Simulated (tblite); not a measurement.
C4H15NSi2.
SMILES with atom numbers: `[CH3:1][N:2]([CH3:3])[CH2:4][CH:5]([SiH3:6])[SiH3:7]` (hydrogens: H8, H9, H10 on C1; H11, H12, H13 on C3; H14, H15 on C4; H16 on C5; H17, H18, H19 on Si6; H20, H21, H22 on Si7)

Structure used (GFN2-xTB), in Å, numbered top down from 1:
```xyz
22
C4H15NSi2 angstrom
C      1.9627    0.0891    1.4521
N      1.0750   -0.3351    0.3897
C      1.8060   -1.0467   -0.6372
C      0.2836    0.7555   -0.1645
C     -1.0228    0.1809   -0.6953
Si    -1.4460   -1.2502    0.4990
Si    -2.3544    1.5142   -0.8995
H      1.3791    0.5452    2.2503
H      2.7179    0.8129    1.1092
H      2.4777   -0.7816    1.8569
H      2.2768   -1.9263   -0.1992
H      1.1188   -1.3747   -1.4137
H      2.5863   -0.4229   -1.1004
H      0.0621    1.4485    0.6511
H      0.8384    1.3180   -0.9341
H     -0.8459   -0.2576   -1.6822
H     -0.6770   -2.4647    0.2351
H     -1.3013   -0.8153    1.8855
H     -2.8610   -1.5923    0.2714
H     -2.6795    2.0974    0.4047
H     -3.5521    0.9380   -1.5098
H     -1.8547    2.5871   -1.7698
```

Level: GFN2-xTB in tblite, geometry and Hessian alike; calculated harmonic values, unscaled, isolated species. Against measured fundamentals such values can be off by several per cent, at times by over 20. Modes of hydrogen on silicon can be 10 to 20 % off. One conformer, not necessarily the lowest.

Harmonic wavenumbers (cm⁻¹): 66.7, 88.9, 112.9, 129.7, 163.9, 211.6, 218.9, 224.1, 267.8, 317.0, 402.9, 412.3, 461.8, 507.2, 529.9, 543.4, 592.8, 663.5, 760.0, 775.3, 791.6, 802.7, 813.3, 841.3, 859.1, 903.0, 954.9, 1038.9, 1045.1, 1076.2, 1091.4, 1109.6, 1146.8, 1175.1, 1263.0, 1269.3, 1281.1, 1360.9, 1411.5, 1423.5, 1484.3, 1488.2, 1493.5, 1494.6, 1502.4, 2171.3, 2214.1, 2244.8, 2268.0, 2268.7, 2278.4, 2822.8, 2853.3, 2862.5, 2921.2, 2959.9, 3007.2, 3012.1, 3018.3, 3034.5.

A = 2533, B = 1038, C = 891.1 MHz; mass 133.074 u (most abundant isotopes); point group C1, symmetry number 1.

What is the zero-point energy?

Half the sum of the wavenumbers: 38255 cm⁻¹ = 109.38 kcal/mol.

Entropy at 350 K, 1 bar (ideal gas, RRHO, classical rotation)?

Translation 41.39, rotation 29.79, vibration 39.42: S = 110.6 cal/(mol K).

And Cp and H(350 K) − H(0)?

Cp = 50.84 cal/(mol K), of which vibrations give 42.90 (their classical limit is 60 R = 119.2); H(350 K) − H(0) = 10.31 kcal/mol without the zero-point energy, 7.53 from vibrations.

How do the functions run with temperature in this model?

```json
{"T (K)": "100", "S (cal/(mol K))": "69.5", "Cp (cal/(mol K))": "20.5", "H − H(0) (kcal/mol)": "1.33", "G − H(0) (kcal/mol)": "-5.62", "ln q(vib)": "1.47"}
{"T (K)": "200", "S (cal/(mol K))": "87.6", "Cp (cal/(mol K))": "32.9", "H − H(0) (kcal/mol)": "4.01", "G − H(0) (kcal/mol)": "-13.50", "ln q(vib)": "4.40"}
{"T (K)": "300", "S (cal/(mol K))": "103.2", "Cp (cal/(mol K))": "45.1", "H − H(0) (kcal/mol)": "7.91", "G − H(0) (kcal/mol)": "-23.06", "ln q(vib)": "7.47"}
{"T (K)": "500", "S (cal/(mol K))": "131.4", "Cp (cal/(mol K))": "65.9", "H − H(0) (kcal/mol)": "19.11", "G − H(0) (kcal/mol)": "-46.57", "ln q(vib)": "13.63"}
{"T (K)": "800", "S (cal/(mol K))": "167.3", "Cp (cal/(mol K))": "86.7", "H − H(0) (kcal/mol)": "42.26", "G − H(0) (kcal/mol)": "-91.54", "ln q(vib)": "22.46"}
{"T (K)": "1000", "S (cal/(mol K))": "187.6", "Cp (cal/(mol K))": "95.9", "H − H(0) (kcal/mol)": "60.57", "G − H(0) (kcal/mol)": "-127.08", "ln q(vib)": "27.93"}
```

q(vib) and H(0) count from the zero-point level.

Which modes carry the vibrational entropy at 350 K?

66.7 cm⁻¹: 4.56; 88.9 cm⁻¹: 4.00; 112.9 cm⁻¹: 3.53; 129.7 cm⁻¹: 3.26; 163.9 cm⁻¹: 2.81; 211.6 cm⁻¹: 2.33 cal/(mol K); the other 54 give 18.93 together.

Hindered rotation and anharmonicity are outside this model. Other conformers, if any are populated, would add a mixing term that is left out. The structure is chiral; the term R ln 2 for an equal mix with its mirror image is left out.
